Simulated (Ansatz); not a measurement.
The pair A = CH4 (SMILES C) (first 5 atoms), B = CH2F2 (SMILES FCF); geometry from B3LYP-D3(BJ)/def2-TZVP.
(charge 0, multiplicity 1):
```
atom    x (Å)    y (Å)    z (Å)
----  -------  -------  -------
C     -0.0252  -0.0346  -0.2443
H      0.3067   0.8572   0.2855
H     -1.1074  -0.0054  -0.3718
H      0.4489  -0.0718  -1.2240
H      0.2541  -0.9184   0.3275
F      0.3019   1.1406   3.1566
C     -0.5111   0.0567   3.2986
F      0.2490  -1.0697   3.2019
H     -1.2392   0.0575   2.4869
H     -0.9639   0.0879   4.2910
```

Frozen-core correlation. MP2 and its Hartree–Fock in aug-cc-pVTZ are density fitted.

Codes used: Ansatz (a first-principles code) with Gaussian orbitals. Each number belongs to the level named beside it.

The counterpoise-corrected interaction energy is E(AB) − E(A in the pair's basis) − E(B in the pair's basis). Total energies (hartree):

```
level                          AB  A in the pair's basis  B in the pair's basis
-------------------  ------------  ---------------------  ---------------------
HF/aug-cc-pVDZ       -278.1309755            -40.1998506           -237.9317896
MP2/aug-cc-pVDZ      -278.8547165            -40.3680907           -238.4854971
HF/aug-cc-pVTZ       -278.2116184            -40.2135835           -237.9986849
MP2/aug-cc-pVTZ      -279.1048312            -40.4145231           -238.6888621
CCSD(T)/aug-cc-pVDZ  -278.9136283            -40.3959299           -238.5164612
```

Question: Work out the counterpoise-corrected interaction energy at the basis-set limit: extrapolate the MP2 correlation part as X⁻³, take Hartree–Fock from the larger set, and add the CCSD(T) − MP2 difference of aug-cc-pVDZ.

Answer: 
1. Differences (1 hartree = 627.509 kcal/mol): HF/aug-cc-pVDZ 0.417; MP2/aug-cc-pVDZ -0.708; HF/aug-cc-pVTZ 0.408; MP2/aug-cc-pVTZ -0.907; CCSD(T)/aug-cc-pVDZ -0.776.
2. Correlation parts, MP2 less HF: -1.125 in aug-cc-pVDZ (X = 2), -1.315 in aug-cc-pVTZ (X = 3).
3. Limit (3³·(-1.315) − 2³·(-1.125))/(3³ − 2³) = -1.395; with HF/aug-cc-pVTZ it gives -0.987.
4. CCSD(T) less MP2 in aug-cc-pVDZ: -0.068.
Result: -1.06 kcal/mol, against -0.71 at MP2/aug-cc-pVDZ. It is an estimate of this method's limit, not of the exact value.
